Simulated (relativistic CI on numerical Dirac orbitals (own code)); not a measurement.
**Charge states of terbium**

Calculated at this level of theory: Dirac-Coulomb-Breit CI, orbitals from a KLI potential per configuration, a model potential for QED, valence Slater integrals scaled by 0.9 (own radial code, finite nucleus).

Each species is treated in one configuration, given outside its closed core. Radial values are for the open shell of highest l, unscaled and averaged over j; ζ includes the Breit term. Labels give the leading LS character, summed over repeated terms.

| Ion | Configuration | Its lowest level | LS weight (%) | ⟨r⟩ (bohr) | ⟨r²⟩ (bohr²) | g_J | g√(J(J+1)) | Next level | E (cm⁻¹) |
| --- | --- | --- | --- | --- | --- | --- | --- | --- | --- |
| Tb³⁰⁺ | 3d¹⁰4s²4p⁵ | ²P°3/2 | 100 | 0.5024 | 0.2853 | 1.331 | 2.58 | ²P°1/2 | 369040 |
| Tb³¹⁺ | 3d¹⁰4s²4p⁴ | ³P2 | 72 | 0.4989 | 0.2813 | 1.355 | 3.32 | ¹S0 | 56180 |
| Tb³²⁺ | 3d¹⁰4s²4p³ | J = 3/2 (mixed) | 45 | 0.4954 | 0.2774 | 1.394 | 2.70 | ⁴S°3/2 | 341590 |
| Tb³³⁺ | 3d¹⁰4s²4p² | ³P0 | 73 | 0.4919 | 0.2736 |  | 0.00 | ³P1 | 354400 |
| Tb³⁴⁺ | 3d¹⁰4s²4p | ²P°1/2 | 100 | 0.4886 | 0.2699 | 0.661 | 0.57 | ²P°3/2 | 395630 |
| Tb³⁵⁺ | 3d¹⁰4s² | ¹S0 | 100 |  |  |  | 0.00 |  |  |
| Tb³⁶⁺ | 3d¹⁰4s | ²S1/2 | 100 | 0.4721 | 0.2505 | 1.997 | 1.73 |  |  |
| Tb³⁷⁺ | 3d¹⁰ | ¹S0 | 100 |  |  |  | 0.00 |  |  |
| Tb³⁸⁺ | 3d⁹ | ²D5/2 | 100 | 0.2077 | 0.05023 | 1.193 | 3.53 | ²D3/2 | 283160 |
| Tb³⁹⁺ | 3d⁸ | ³F4 | 89 | 0.2057 | 0.04925 | 1.215 | 5.43 | J = 2 (mixed) | 59593 |
| Tb⁴⁰⁺ | 3d⁷ | ⁴F9/2 | 63 | 0.2039 | 0.0483 | 1.234 | 6.14 | J = 3/2 (mixed) | 83868 |
| Tb⁴¹⁺ | 3d⁶ | J = 4 (mixed) | 39 | 0.202 | 0.04739 | 1.271 | 5.69 | J = 2 (mixed) | 51162 |
| Tb⁴²⁺ | 3d⁵ | J = 5/2 (mixed) | 28 | 0.2002 | 0.0465 | 1.361 | 4.03 | J = 5/2 (mixed) | 224580 |
| Tb⁴³⁺ | 3d⁴ | ? | ? | ? | ? | ? | ? | ? | ? |
| Tb⁴⁴⁺ | 3d³ | J = 3/2 (mixed) | 50 | 0.1967 | 0.04481 | 0.685 | 1.33 | ⁴F5/2 | 265050 |
| Tb⁴⁵⁺ | 3d² | ³F2 | 76 | 0.195 | 0.044 | 0.752 | 1.84 | ³P0 | 145670 |
| Tb⁴⁶⁺ | 3d | ²D3/2 | 100 | 0.1934 | 0.04322 | 0.790 | 1.53 | ²D5/2 | 337150 |
| Tb⁴⁷⁺ | 3s²3p⁶ | ¹S0 | 100 |  |  |  | 0.00 |  |  |
| Tb⁴⁸⁺ | 3s²3p⁵ | ²P°3/2 | 100 | 0.2152 | 0.05359 | 1.324 | 2.56 | ²P°1/2 | 1.5169e+06 |
| Tb⁴⁹⁺ | 3s²3p⁴ | ³P2 | 69 | 0.214 | 0.05298 | 1.338 | 3.28 | ¹S0 | 130630 |
| Tb⁵⁰⁺ | 3s²3p³ | J = 3/2 (mixed) | 47 | 0.2128 | 0.05239 | 1.356 | 2.63 | ⁴S°3/2 | 1.4619e+06 |
| Tb⁵¹⁺ | 3s²3p² | ³P0 | 70 | 0.2116 | 0.05181 |  | 0.00 | ³P1 | 1.4969e+06 |
| Tb⁵²⁺ | 3s²3p | ²P°1/2 | 100 | 0.2104 | 0.05124 | 0.652 | 0.56 | ²P°3/2 | 1.5987e+06 |
| Tb⁵³⁺ | 3s² | ¹S0 | 100 |  |  |  | 0.00 |  |  |

**Question.** Fill in the row of Tb⁴³⁺.

**Answer.** Its lowest level ³P0; LS weight (%) 58; ⟨r⟩ (bohr) 0.1984; ⟨r²⟩ (bohr²) 0.04564; g√(J(J+1)) 0.00; Next level ⁵D1; E (cm⁻¹) 255580.
